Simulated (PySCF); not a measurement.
Isomers of C6H11NOSi, mass 141.061 u with the commonest isotopes. Method: PBE0/pcSseg-1 in PySCF (dipole) on a GFN2-xTB geometry, gas phase. One conformer each, none proved a minimum here; rigid rotors.

Question: Order these by dipole moment, smallest first.
A. `[CH3:1][O:2]/[C:3](=[CH:4]/[SiH2:5][CH3:6])[CH2:7][C:8]#[N:9]` with C1–O2–C3–C4 -3°, C3–C4–Si5–C6 -179°, O2–C3–C7–C8 -97°
B. `[H]/[N:6]=[CH:5]/[C@H:4]([C:2]([CH3:1])=[O:3])[C@@H:7]1[CH2:8][SiH2:9]1` with C1–C2–C4–C5 36°, C2–C4–C5–N6 -112°, C2–C4–C7–C8 133°
C. `[CH:1]#[C:2][CH2:3][C@H:4]([CH3:5])[NH:6][C:7](=[O:8])[SiH3:9]` with C2–C3–C4–C5 65°, C3–C4–N6–C7 -109°, C4–N6–C7–O8 -3°

Answer: B (2.29 D), C (3.00 D), A (4.47 D).

Question: Order these by rotational constant B, largest first.
A. `[H]/[N:6]=[CH:5]/[C@H:4]([C:2]([CH3:1])=[O:3])[C@@H:7]1[CH2:8][SiH2:9]1` with C1–C2–C4–C5 36°, C2–C4–C5–N6 -112°, C2–C4–C7–C8 133°
B. `[CH3:1][O:2]/[C:3](=[CH:4]/[SiH2:5][CH3:6])[CH2:7][C:8]#[N:9]` with C1–O2–C3–C4 -3°, C3–C4–Si5–C6 -179°, O2–C3–C7–C8 -97°
C. `[CH:1]#[C:2][CH2:3][C@H:4]([CH3:5])[NH:6][C:7](=[O:8])[SiH3:9]` with C2–C3–C4–C5 65°, C3–C4–N6–C7 -109°, C4–N6–C7–O8 -3°

Answer: A (1101 MHz), B (949.0 MHz), C (769.6 MHz).

Question: Order these by out-of-plane moment Σ m c² = (Ia + Ib − Ic)/2, smallest first.
A. `[CH3:1][O:2]/[C:3](=[CH:4]/[SiH2:5][CH3:6])[CH2:7][C:8]#[N:9]` with C1–O2–C3–C4 -3°, C3–C4–Si5–C6 -179°, O2–C3–C7–C8 -97°
B. `[CH:1]#[C:2][CH2:3][C@H:4]([CH3:5])[NH:6][C:7](=[O:8])[SiH3:9]` with C2–C3–C4–C5 65°, C3–C4–N6–C7 -109°, C4–N6–C7–O8 -3°
C. `[H]/[N:6]=[CH:5]/[C@H:4]([C:2]([CH3:1])=[O:3])[C@@H:7]1[CH2:8][SiH2:9]1` with C1–C2–C4–C5 36°, C2–C4–C5–N6 -112°, C2–C4–C7–C8 133°

Answer: C (20.79 u·Å²), A (44.01 u·Å²), B (64.91 u·Å²).

```json
{"SMILES": "C#CC[C@H](C)NC(=O)[SiH3]", "point group": "C1", "Ia (u·Å²)": "245.88", "Ib (u·Å²)": "656.68", "Ic (u·Å²)": "772.75", "κ": "-0.84", "μa (D)": "1.94", "μb (D)": "1.67", "μc (D)": "1.56"}
{"SMILES": "CO/C(=C/[SiH2]C)CC#N", "point group": "C1", "Ia (u·Å²)": "340.41", "Ib (u·Å²)": "532.52", "Ic (u·Å²)": "784.91", "κ": "-0.27", "μa (D)": "0.64", "μb (D)": "4.10", "μc (D)": "1.66"}
{"SMILES": "[H]/N=C/[C@H](C(C)=O)[C@@H]1C[SiH2]1", "point group": "C1", "Ia (u·Å²)": "261.19", "Ib (u·Å²)": "459.15", "Ic (u·Å²)": "678.76", "κ": "-0.40", "μa (D)": "1.77", "μb (D)": "0.68", "μc (D)": "1.27"}
```
